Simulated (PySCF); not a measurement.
SMILES c1coc(Sc2cccs2)c1, singlet, GFN2-xTB optimised geometry.

```
17

C     -2.74     2.88    -2.06
C     -2.38     1.77    -2.76
O     -1.38     1.12    -2.14
C     -1.11     1.81    -1.02
S      0.19     1.26     0.02
C     -0.10    -0.47    -0.03
C      0.86    -1.44    -0.02
C      0.31    -2.74     0.00
C     -1.04    -2.74     0.00
S     -1.70    -1.15     0.00
C     -1.91     2.91    -0.92
H     -3.51     3.59    -2.32
H     -2.74     1.35    -3.68
H      1.91    -1.22    -0.03
H      0.91    -3.64     0.00
H     -1.71    -3.58    -0.01
H     -1.91     3.64    -0.13
```

Density from B3LYP/def2-SVP run with PySCF at that geometry.

Minimum of the electron density along straight lines between bonded atoms, close to the bond critical point (lines longer than 1.1 times the sum of covalent radii, or with two minima, are not listed):

| bond | length / Å | ρ at the minimum / e bohr⁻³ | ∇²ρ there / e bohr⁻⁵ | position (fraction from the first atom) |
|---|---|---|---|---|
| C1–C2 | 1.360 | 0.329 | -0.85 | 0.48 |
| C2–O3 | 1.345 | 0.287 | ___ | 0.33 |
| O3–C4 | 1.346 | 0.291 | ___ | 0.67 |
| C4–S5 | 1.753 | 0.205 | -0.47 | 0.50 |
| S5–C6 | 1.758 | 0.200 | -0.42 | 0.52 |
| C6–C7 | 1.362 | 0.323 | -0.82 | 0.52 |
| C7–C8 | 1.412 | 0.298 | -0.74 | 0.50 |
| C8–C9 | 1.356 | 0.326 | -0.84 | 0.49 |
| C6–S10 | 1.737 | 0.210 | -0.44 | 0.48 |
| C9–S10 | 1.720 | 0.217 | -0.47 | 0.47 |
| C1–C11 | 1.415 | 0.293 | -0.70 | 0.50 |
| C4–C11 | 1.365 | 0.324 | -0.82 | 0.52 |
| C1–H12 | 1.070 | 0.287 | -1.12 | 0.64 |
| C2–H13 | 1.072 | 0.292 | -1.18 | 0.65 |
| C7–H14 | 1.074 | 0.285 | -1.10 | 0.63 |
| C8–H15 | 1.075 | 0.285 | -1.10 | 0.63 |
| C9–H16 | 1.072 | 0.286 | -1.12 | 0.64 |
| C11–H17 | 1.070 | 0.287 | -1.12 | 0.64 |

Problem. What belongs in the gaps?

Solution. 
- C2–O3, ∇²ρ there / e bohr⁻⁵: 0.07
- O3–C4, ∇²ρ there / e bohr⁻⁵: -0.04
